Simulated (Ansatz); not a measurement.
`NC(S)[SiH2]Cl`, charge 0, multiplicity 1.

**Question.** Give a relaxed structure at PBE0-D4/def2-TZVP (Ansatz 0.2.0). (An estimate is asked.)

**Answer.** Ansatz gave: 
Cartesian coordinates in Å:
```
N 0.038 -0.986 1.184
C 0.067 -0.521 -0.193
S 1.722 -0.656 -0.901
Si -0.460 1.279 -0.478
Cl -2.209 1.558 0.579
H 0.723 -0.486 1.739
H -0.876 -0.823 1.594
H -0.606 -1.149 -0.786
H 1.789 -1.999 -0.912
H 0.555 2.208 0.076
H -0.742 1.575 -1.902
```
This is one stationary point; other conformers may exist.
